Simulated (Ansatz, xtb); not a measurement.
Two structures of Cl2OSW

Structure X is a triplet given by its coordinates and structure Y is a singlet given by its coordinates. Both are isolated molecules in the gas phase, relaxed with PBE0-D4/def2-SVP.

X (Å):

| atom | x (Å) | y (Å) | z (Å) |
| --- | --- | --- | --- |
| Cl | -2.1718 | -0.5185 | -0.9872 |
| Cl | 0.7433 | 1.9036 | 0.2851 |
| O | -0.3444 | -0.8563 | 1.8118 |
| S | 1.6456 | -0.7400 | -0.7293 |
| W | -0.3417 | -0.1189 | 0.3007 |

Close contacts (Å): Cl1–W5 2.27, Cl2–W5 2.30, O3–W5 1.68, S4–W5 2.32.

Y (Å):

```xyz
5

Cl   -1.6579   -0.6764   -1.3610
Cl    0.4669    2.1854    0.0050
O    -0.4766   -0.4358    1.6308
S     1.7397   -1.1237   -0.3754
W    -0.0221   -0.0231    0.0593
```

Close contacts (Å): Cl1–W5 2.26, Cl2–W5 2.26, O3–W5 1.69, S4–W5 2.12.

Q: Estimate which is lower in electronic energy at CCSD(T)/def2-SVP + ΔMP2/def2-TZVPP, and by roughly how much.

A: The CCSD(T)/def2-SVP + ΔMP2/def2-TZVPP calculation puts structure Y lower, by 2.357 eV.

How the difference moves with the method:

```tsv
level	geometry	E(Y) − E(X) (eV)	departure from the last row (eV)	job, with rough time for the two
PBE0-D4/def2-SVP	PBE0-D4/def2-SVP	−2.127	+0.231	optimisation, 2.2 min
HF/def2-SVP	PBE0-D4/def2-SVP	−0.781	+1.576	part of the CCSD(T) run
MP2/def2-SVP	PBE0-D4/def2-SVP	−3.171	−0.814	part of the CCSD(T) run
CCSD(T)/def2-SVP	PBE0-D4/def2-SVP	−2.370	−0.013	single point
CCSD(T)/def2-SVP + ΔMP2/def2-TZVPP	PBE0-D4/def2-SVP	−2.357		single point, 2 min
```

None of the levels shown reverses the order. The largest departure from CCSD(T)/def2-SVP + ΔMP2/def2-TZVPP is that of HF/def2-SVP, 1.576 eV. Levels run at GFN2-xTB geometries aren't shown. The last row adds to CCSD(T) the change of the MP2 difference between the two basis sets, here +0.013 eV.

With harmonic frequencies from PBE0-D4/def2-SVP (ideal gas, rigid rotor, one conformer each, 298.15 K, 1 atm): the zero-point term adds +0.024 eV; ΔH is −2.347 and ΔG −2.280 eV.

The T1 diagnostic of structure Y is large, so the coupled-cluster value is less sure. Open shells are spin-unrestricted. The correlated steps freeze 16 core orbitals. Atoms past krypton carry core potentials in the def2 sets and no spin–orbit term is included. ΔG holds the spin degeneracy. Mirror images aren't counted in ΔG. Run with Ansatz 0.2.0; the last row on 2 threads of Arm Neoverse V1 on a shared host.
